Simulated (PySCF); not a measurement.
These 3 structures share the formula C6H4BClF2. Level of theory: PBE0-D3(BJ)/def2-SVP geometry optimisation, gas phase (PySCF). Energies are electronic, without zero-point or thermal terms, for one conformer each. No frequencies were run at this level. Point groups hold within 0.08 Å.

Question: Order them by energy at this level, lowest first, and give relative energies in kJ/mol.
A. `FB(F)c1ccccc1Cl`
B. `FB(F)C1=CC=C(Cl)C=C1`
C. `c1(cccc(B(F)F)c1)Cl`

Answer: B (0.0), C (2.3), A (9.2).

Neighbours under 10 kJ/mol apart (FB(F)c1ccc(Cl)cc1 and FB(F)c1cccc(Cl)c1; FB(F)c1cccc(Cl)c1 and FB(F)c1ccccc1Cl) can change places with a better method, another conformer or zero-point energy.

```
           SMILES      E (Eh)  E rel (kJ/mol)  dipole (D)  point group       A, B, C (MHz)
FB(F)c1ccc(Cl)cc1  -914.80924             0.0        0.86          C2v  3679, 509.4, 447.5
FB(F)c1cccc(Cl)c1  -914.80835             2.3        1.91           Cs  2150, 645.5, 496.5
  FB(F)c1ccccc1Cl  -914.80572             9.2        2.96      near Cs   1439, 1087, 619.5
```

As an exercise, what shares would exp(−E/RT) give at 2000 K from these electronic energies alone (no entropy, no degeneracies)?

RT = 16.629 kJ/mol: FB(F)c1ccc(Cl)cc1 40.9 %, FB(F)c1cccc(Cl)c1 35.6 %, FB(F)c1ccccc1Cl 23.5 %.
